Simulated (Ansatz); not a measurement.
Reaction (ligand exchange at the Al–S bond): `[AlH2][S]BS` + `OC[SiH2][SiH3]` → `[AlH2][O]C[SiH2][SiH3]` + `SBS`

Program: Ansatz. Geometries: PBE0-D4/def2-TZVP. ΔE: electronic, gas phase. CBS: MP2 limit from def2 TZ/QZ plus the TZ coupled-cluster correction, frozen cores. DFT in def2-TZVPP. Each species was taken in one conformer, which may not be the lowest.

```csv
level,ΔE (kJ/mol)
PBE-D4,-28.8
MP2/def2-QZVPP,-36.4
```

Problem. What does CCSD(T)/CBS give? (An estimate is asked.)

Solution. The calculation gave: -35.4 kJ/mol. The listed levels differ from it by 6.6, -1.0 kJ/mol.

Largest T1 diagnostic among the species: 0.014.

In def2-TZVPP, CCSD(T) changes the Hartree–Fock value by +9.1 kJ/mol (the triples alone add +2.7 kJ/mol) and MP2 by +10.1 kJ/mol.
